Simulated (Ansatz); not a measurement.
Geometry optimisation, RKS CAM-B3LYP-D4/def2-SVP in Ansatz.

input.yaml

```yaml
crystal:
  periodic: [false, false, false]
  atoms:
    - { symbol: C, position_ang: [-0.52691, 1.37951, -1.00626] }
    - { symbol: Al, position_ang: [-0.27206, -0.48451, -0.34654] }
    - { symbol: C, position_ang: [0.75247, -0.9622, 1.29428] }
    - { symbol: Cl, position_ang: [-1.10696, -2.00936, -1.41055] }
    - { symbol: H, position_ang: [-1.13136, 1.41022, -1.91919] }
    - { symbol: H, position_ang: [-1.02415, 2.01607, -0.2696] }
    - { symbol: H, position_ang: [0.4233, 1.87046, -1.23384] }
    - { symbol: H, position_ang: [0.12974, -1.49699, 2.01917] }
    - { symbol: H, position_ang: [1.16705, -0.0914, 1.80558] }
    - { symbol: H, position_ang: [1.58888, -1.63181, 1.06696] }
basis:
  gaussian: { orbitals: def2-SVP }
hamiltonian:
  xc: cam_b3lyp
  dispersion: d4
relax:
  f_tol: 0.02
  max_steps: 50
output:
  orbitals: {}
```

Command:

```bash
$ ansatz run input.yaml --threads 2 --pin off --max-ram 3072MiB --backend cpu --events-out ev --progress --plain --runs-dir out
```

Problem. Where does it end, and by what steps?

Solution. It converged. After 3 steps the energy has fallen by 0.101 eV; H6 moved furthest, 0.06 Å.

| step | energy less start (eV) | largest force component (eV/Å) | accepted |
| --- | --- | --- | --- |
| 0 | 0.0000 | 1.547 | yes |
| 1 | -0.0942 | 0.338 | yes |
| 2 | -0.1003 | 0.035 | yes |
| 3 | -0.1005 | 0.012 | yes |

```xyz
10
Properties=species:S:1:pos:R:3
C -0.517 1.353 -0.987
Al -0.256 -0.454 -0.327
C 0.740 -0.929 1.270
Cl -1.119 -2.044 -1.424
H -1.124 1.390 -1.903
H -1.011 1.980 -0.226
H 0.453 1.833 -1.202
H 0.100 -1.470 1.986
H 1.158 -0.051 1.786
H 1.574 -1.607 1.026
```

Run time: 10 s on 2 threads of Intel(R) Xeon(R) Platinum 8375C CPU @ 2.90GHz (Ice Lake), with other jobs on the host, peak memory 0.24 GiB.
